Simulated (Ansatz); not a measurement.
The cluster K2Na6⁺, relaxed as a doublet with UKS PBE0/def2-SVP in Ansatz, starting from the GFN1-xTB geometry. Force threshold 0.02 eV/Å.

Another isomer (doublet) lies 0.27 eV lower at PBE0/def2-TZVP; other spin states weren't run for this one.

Start:

```tsv
atom	x (Å)	y (Å)	z (Å)
Na1	-0.2067	4.1620	2.9700
Na2	-1.6192	3.0526	-1.3234
Na3	-1.4853	-1.4468	-4.4992
Na4	-1.7015	-3.7124	1.0578
Na5	1.2544	-1.8327	3.3562
Na6	3.5919	-0.0634	-1.6113
K7	0.2965	1.0670	1.2636
K8	-0.1300	-1.2262	-1.2138
```

**Question.** Estimate the energy that the relaxation releases and the steps that it takes.

**Answer.** 183.4 kJ/mol, in 33 steps; 4.3 min on 4 threads of Arm Neoverse V1 on a shared host. The force fell under the threshold at step 23, but the optimiser went on and released 0.100 eV more. No frequencies were taken in this run, so the end may be a saddle point.

**Question.** Does the start keep its bonding and symmetry?

**Answer.** Bonds formed: Na1–Na2, Na1–Na6, Na2–Na3, Na2–Na6, Na3–Na6, Na4–K7, Na5–Na6, Na5–K8 (atoms count from 1). Metal–metal contacts that move far: K7–K8 3.40 to 4.87 Å, Na4–Na5 4.19 to 3.59 Å, Na2–K7 3.78 to 4.38 Å.

**Question.** Predict the relaxed structure.

**Answer.** 
Cartesian coordinates in Å:
```
Na 0.4301 3.9998 0.8722
Na -1.4655 2.0154 -1.4634
Na 0.1706 0.1209 -4.0429
Na -0.9412 -3.3947 2.6638
Na 2.0844 -2.0377 1.2816
Na 1.6753 0.8705 -0.7263
K -0.7512 0.6761 2.6408
K -1.2025 -2.2503 -1.2258
```
Bond lengths (bridged metal pairs left out): 10 × K–Na 3.93 to 4.38 Å; 7 × Na–Na 3.42 to 3.73 Å; 1 × K–K 4.87 Å.
